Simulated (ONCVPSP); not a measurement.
# Reading a pseudo-wave (aluminium (Al))

Columns: radius, all-electron u(r) and pseudo u(r) of the 2p shell (level -73.49 eV) of aluminium in the configuration [He] 2s2 2p6 3s2 3p0.5; PBE, scalar-relativistic, ONCV scheme, ONCVPSP 4.0.1.

| r (bohr) | all-electron | pseudo |
| --- | --- | --- |
| 0.055 | 0.1479 | 0.0501 |
| 0.110 | 0.4230 | 0.1905 |
| 0.165 | 0.6952 | 0.3982 |
| 0.220 | 0.9159 | 0.6396 |
| 0.275 | 1.0743 | 0.8784 |
| 0.330 | 1.1740 | 1.0828 |
| 0.385 | 1.2235 | 1.2310 |
| 0.440 | 1.2336 | 1.3136 |
| 0.495 | 1.2141 | 1.3326 |
| 0.550 | 1.1735 | 1.2993 |
| 0.605 | 1.1188 | 1.2298 |
| 0.660 | 1.0551 | 1.1402 |
| 0.715 | 0.9864 | 1.0436 |
| 0.770 | 0.9158 | 0.9494 |
| 0.825 | 0.8452 | 0.8622 |
| 0.880 | 0.7763 | 0.7834 |
| 0.935 | 0.7102 | 0.7123 |
| 0.990 | 0.6474 | 0.6478 |
| 1.045 | 0.5884 | 0.5883 |
| 1.100 | 0.5334 | 0.5333 |
| 1.155 | 0.4825 | 0.4824 |
| 1.210 | 0.4355 | 0.4355 |
| 1.265 | 0.3925 | 0.3924 |
| 1.320 | 0.3531 | 0.3531 |
| 1.375 | 0.3173 | 0.3172 |
| 1.430 | 0.2847 | 0.2847 |

(1) How many radial nodes do the two functions have?

(2) At about which radius was the pseudo-wave matched?

(3) Is the pseudo-wave norm-conserving?

Answers

(1) The all-electron 2p function has n − l − 1 = 0; the pseudo-wave has 0.

(2) 1.10 bohr. The columns agree to 0.0005 from 0.99 bohr on; several derivatives are matched, so the curves merge somewhat inside the radius.

(3) Yes: the ONCV scheme keeps the norm inside the radius equal to the all-electron one, which fixes the energy derivative of the logarithmic derivative at the level.
